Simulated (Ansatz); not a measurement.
`C[Si](F)(F)[GeH3]` + `C=CCCO` → `C[Si](F)(F)CO` + `C=C[CH2][GeH3]`  (formal exchange of groups at the Si–Ge bond)

Isolated molecules relaxed with PBE0-D4/def2-TZVP in Ansatz; ΔE leaves out vibrations. CCSD(T)/CBS adds triple-zeta CCSD(T) − MP2 to the extrapolated MP2 energy (def2 sets, frozen cores). Functionals use def2-TZVPP. For Ge outer-core shells are correlated without core-valence functions, which leaves a few kJ/mol of doubt a bond. Scalar relativity is left out up to krypton. One conformer a species, not always the lowest.

```tsv
level	ΔE (kJ/mol)
PBE0-D4	4.0
ωB97X-V	0.8
ωB97M-V	-2.9
MP2/def2-TZVPP	-7.7
CCSD(T)/def2-TZVPP	-2.6
HF/def2-QZVPP	-4.1
MP2/def2-QZVPP	-6.9
HF/CBS(def2)	-4.0
```

(1) What does CCSD(T)/CBS give? (Estimate.)

Largest T1 diagnostic among the species: 0.012.

Answers

(1) The calculation gave: -1.7 kJ/mol. The listed levels differ from it by 5.7, 2.5, -1.2, -6.0, -0.9, -2.4, -5.2, -2.3 kJ/mol.
